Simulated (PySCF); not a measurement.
## Working out the ionisation energy of V

V [Ar] 3d3 4s2 (4F) → V+ [Ar] 3d4 (5D). Computed with PySCF 2.14 in cc-pVTZ, with no relativity, point nucleus. Frozen: [Ar]. Energies in hartree (1 hartree = 27.21139 eV):

```tsv
part	V (lower)	V+ (upper)
UHF	-942.892002	-942.674790
MP2 opposite-spin	-0.031527	0.000000
MP2 same-spin	-0.026919	-0.045357
```

Question: What does Hartree-Fock give?

Answer: (-942.674790) − (-942.892002) = 0.217212 hartree = 5.911 eV.

Question: What do MP2 and SCS-MP2 (6/5 opposite-spin, 1/3 same-spin) give?

Answer: The opposite-spin parts differ by 0.858 eV and the same-spin parts by -0.502 eV. MP2: 5.911 + (0.858) + (-0.502) = 6.267 eV. SCS-MP2: 5.911 + 1.2 × (0.858) + (-0.502)/3 = 6.773 eV.

Measured between the centres of the two terms (NIST): 6.732 eV, so MP2 (valence) is off by -0.465 eV.

The calculation is non-relativistic.

What remains against the reference includes basis incompleteness, the frozen core and correlation beyond second order.
